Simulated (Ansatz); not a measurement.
Ideal-gas functions of H5O2Si2 (`O[SiH](O)[SiH2]`) radical at 800 K and 1 bar, from an Ansatz frequency run at PBE0-D4/def2-TZVP.

Molar mass 93.21 g/mol, point group C1 (symmetry number 1), electronic degeneracy 2, moments of inertia 79.333, 170.731, 224.175 u Å². Harmonic wavenumbers (cm⁻¹, unscaled): 76, 152, 205, 244, 291, 359, 417, 465, 511, 750, 786, 834, 874, 902, 932, 944, 2201, 2223, 2231, 3904, 3912.

Use S(trans) = R[1.5 ln M + 2.5 ln T − 1.1517]; rotational temperatures θ = 24.2544 K / I; S(rot) = R[ln(√π/σ · √(T³/θAθBθC)) + 1.5]; for each mode x = 1.438777 ν̃/T, S = R[x/(eˣ − 1) − ln(1 − e⁻ˣ)] and H = RT x/(eˣ − 1); 1 cm⁻¹ = 0.0119627 kJ/mol; R = 8.31446 J/(mol·K).

Problem. By hand: the entropy, in J/(mol·K).

Solution. Translation 185.9. Rotation: θ = 0.3057, 0.1421, 0.1082 K, giving 122.9. Vibration, mode by mode: 24.87, 19.12, 16.66, 15.23, 13.79, 12.09, 10.90, 10.04, 9.30, 6.43, 6.10, 5.68, 5.36, 5.15, 4.93, 4.85, 0.80, 0.78, 0.77, 0.06, 0.06, in all 173.0. Electronic 5.8. Sum 487.6 J/(mol·K).

Problem. By hand: H − E and G − E in kJ/mol, counted from the electronic energy.

Solution. Zero-point energy ½ × 23213 × 0.0119627 = 138.8; thermal vibration 66.5; translation, rotation and pV give 4 RT = 26.6. H − E = 231.9 kJ/mol, and G − E = 231.9 − 800 × 487.6/1000 = -158.2 kJ/mol.

Vibration gives 35 % of the entropy, 24.9 J/(mol·K) of it from the mode under 150 cm⁻¹: soft modes count most, and the harmonic formula is weakest for them. The sum counts one conformer and one mirror image; others add a mixing term.
